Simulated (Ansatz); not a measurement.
Na3Cl3⁻. The state is a doublet with charge -1. Geometry PBE-D4/def2-SVPD.

```xyz
6

Na   -0.1795    1.9866   -0.3699
Na    1.4736   -0.5655    1.2698
Na   -1.7112   -1.0826    0.0382
Cl    0.1907   -2.7457    0.6600
Cl    2.3523    1.5665    0.0654
Cl   -2.1259    0.8407   -1.6636
```

HSE06 is defined as in plane-wave codes, on full-range PBE exchange. At PBE-D4/def2-TZVPD, r2SCAN-D4/def2-TZVPD, PBE0-D4/def2-TZVPD, r2SCAN0-D4/def2-TZVPD and others the highest occupied level of the charge -1 doublet lies above zero (up to 0.67 eV). It is a level of α spin, whose loss leaves a singlet; that state wasn't run at this geometry and level. The electron is either unbound and held by the finite basis, or the level is raised by self-interaction error. Another isomer (doublet) lies 0.20 eV lower at PBE0-D4/def2-TZVPD; other spin states weren't run for this one.

**Question.** Estimate the α-spin orbital energies around the gap (eV) in Ansatz with PBE-D4/def2-TZVPD, r2SCAN-D4/def2-TZVPD, PBE0-D4/def2-TZVPD, r2SCAN0-D4/def2-TZVPD, HSE06-D4/def2-TZVPD.

**Answer.** 
| orbital | PBE-D4/def2-TZVPD | r2SCAN-D4/def2-TZVPD | PBE0-D4/def2-TZVPD | r2SCAN0-D4/def2-TZVPD | HSE06-D4/def2-TZVPD |
| --- | --- | --- | --- | --- | --- |
| HOMO−13 | -24.79 | -25.86 | -28.23 | -28.98 | -27.82 |
| HOMO−12 | -14.68 | -15.56 | -17.16 | -17.72 | -16.73 |
| HOMO−11 | -14.65 | -15.52 | -17.12 | -17.68 | -16.70 |
| HOMO−10 | -14.65 | -15.52 | -17.12 | -17.68 | -16.70 |
| HOMO−9 | -3.60 | -3.90 | -4.94 | -5.15 | -4.54 |
| HOMO−8 | -3.47 | -3.78 | -4.80 | -5.02 | -4.40 |
| HOMO−7 | -3.47 | -3.78 | -4.80 | -5.01 | -4.40 |
| HOMO−6 | -3.28 | -3.61 | -4.61 | -4.83 | -4.21 |
| HOMO−5 | -3.27 | -3.59 | -4.61 | -4.83 | -4.21 |
| HOMO−4 | -3.27 | -3.59 | -4.61 | -4.83 | -4.20 |
| HOMO−3 | -3.07 | -3.39 | -4.41 | -4.63 | -4.00 |
| HOMO−2 | -2.99 | -3.32 | -4.33 | -4.55 | -3.93 |
| HOMO−1 | -2.99 | -3.31 | -4.32 | -4.55 | -3.92 |
| HOMO | 0.62 | 0.67 | 0.23 | 0.25 | 0.54 |
| LUMO | 1.46 | 1.65 | 1.76 | 1.82 | 1.54 |
| LUMO+1 | 1.47 | 1.65 | 1.76 | 1.82 | 1.54 |
| LUMO+2 | 1.77 | 2.07 | 2.04 | 2.18 | 1.84 |
| LUMO+3 | 1.98 | 2.17 | 2.23 | 2.29 | 2.03 |
| LUMO+4 | 2.11 | 2.46 | 2.33 | 2.48 | 2.15 |
| LUMO+5 | 2.11 | 2.47 | 2.33 | 2.48 | 2.15 |
| β HOMO | -2.97 | -3.30 | -4.31 | -4.53 | -3.91 |
| β LUMO | 1.18 | 1.34 | 1.74 | 1.44 | 1.44 |
